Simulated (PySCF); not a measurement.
# Working out the ionisation energy of P⁺

P⁺ [Ne] 3s2 3p2 (3P) → P²⁺ [Ne] 3s2 3p1 (2P). All numbers are calculated (PySCF 2.14, the spin-free X2C one-electron Hamiltonian (Gaussian nucleus), in aug-cc-pVQZ-DK (7s6p4d3f2g, 84 functions)). Frozen: [Ne]. Energies in hartree (1 hartree = 27.21139 eV):

```csv
part,P⁺ (lower),P²⁺ (upper)
UHF,-341.170528,-340.466531
CCSD correlation,-0.084985,-0.066252
(T),-0.002620,-0.001130
```

What does Hartree-Fock give?

(-340.466531) − (-341.170528) = 0.703997 hartree = 19.157 eV.

What do CCSD and CCSD(T) give?

The CCSD correlation energies differ by 0.018733 hartree = 0.510 eV and the triples by 0.001490 hartree = 0.041 eV, so CCSD gives 19.667 eV and CCSD(T) 19.708 eV.

A first-order spin-orbit estimate adds -0.006 eV to CCSD(T) (valence), giving 19.702 eV against 19.769 eV (semi-empirical (NIST evaluation); NIST Atomic Spectra Database, ionization energies).

What remains against the reference includes basis incompleteness, the frozen core and higher excitations.
